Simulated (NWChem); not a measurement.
Species: BCl₂, doublet; SMILES Cl[B]Cl

```xyz
3

Cl     1.5394     0.0000    -0.1036
B      0.0000     0.0000     0.7044
Cl    -1.5394     0.0000    -0.1036
```
Atoms are numbered in this order, from 1.

Computed with NWChem. Spin-unrestricted. In the optimisation the excess spin sits in a1 (C2v, its own frame). The geometry was optimised at PBE-D3(BJ)/def2-SVP, spin-unrestricted. No stability test was run on the SCF state. Total energies compare along this basis series because the functional is fixed.

| level | basis functions | energy (Ha) | highest occupied level (eV) | lowest empty minus highest occupied level, either spin (eV) | dipole (D) |
|---|---|---|---|---|---|
| PBE/STO-3G | 23 | -934.4553 | -3.13 | 2.35 | 0.45 |
| PBE/def2-SVP | 50 | -944.5288 | -4.99 | 2.25 | 0.58 |
| PBE/def2-SVPD | 74 | -944.5425 | ? | 2.20 | 0.30 |
| PBE/def2-TZVP | 105 | -944.8734 | -5.23 | 2.17 | 0.38 |
| PBE/def2-TZVPD | 129 | -944.8748 | -5.29 | 2.15 | 0.31 |
| PBE/def2-TZVPP | 115 | -944.8735 | -5.23 | 2.17 | 0.38 |
| PBE/def2-QZVP | 197 | -944.9041 | -5.28 | 2.16 | 0.33 |

**Question.** Complete the blanks.

**Answer.** 
- PBE/def2-SVPD, highest occupied level (eV): -5.34
